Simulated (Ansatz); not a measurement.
One change: `B[Si](F)(Cl)O[SiH3]` becomes `B[Si](O)(F)Cl`.

Ansatz, PBE0-D4/def2-TZVP geometries, multiplicity 1. Each molecule was computed in one conformer, which needn't be the lowest.

```json
{"property": "HOMO–LUMO gap (B3LYP/def2-TZVPP) / eV", "`B[Si](F)(Cl)O[SiH3]`": "5.50"}
{"property": "size of the dipole moment (B3LYP/def2-TZVPP) / D", "`B[Si](F)(Cl)O[SiH3]`": "1.46"}
{"property": "HOMO–LUMO gap (PBE0/def2-TZVPP) / eV", "`B[Si](F)(Cl)O[SiH3]`": "5.90"}
{"property": "LUMO energy (B3LYP/def2-TZVPP) / eV", "`B[Si](F)(Cl)O[SiH3]`": "-3.06"}
{"property": "LUMO energy (PBE/def2-TZVPP) / eV", "`B[Si](F)(Cl)O[SiH3]`": "-3.88"}
{"property": "HOMO energy (ωB97M-V/def2-TZVPP) / eV", "`B[Si](F)(Cl)O[SiH3]`": "-10.94"}
```

Give the same properties after the change, and the shifts. (Estimate.)

Ansatz gave: 
```tsv
property	`B[Si](O)(F)Cl`	shift
HOMO–LUMO gap (B3LYP/def2-TZVPP) / eV	5.60	0.10
size of the dipole moment (B3LYP/def2-TZVPP) / D	1.02	-0.44
HOMO–LUMO gap (PBE0/def2-TZVPP) / eV	6.00	0.10
LUMO energy (B3LYP/def2-TZVPP) / eV	-3.03	0.03
LUMO energy (PBE/def2-TZVPP) / eV	-3.84	0.04
HOMO energy (ωB97M-V/def2-TZVPP) / eV	-11.00	-0.06
```

Dipoles are sizes alone; their direction can turn.

B3LYP here is the variant with VWN-RPA as its local correlation; programs differ in this.
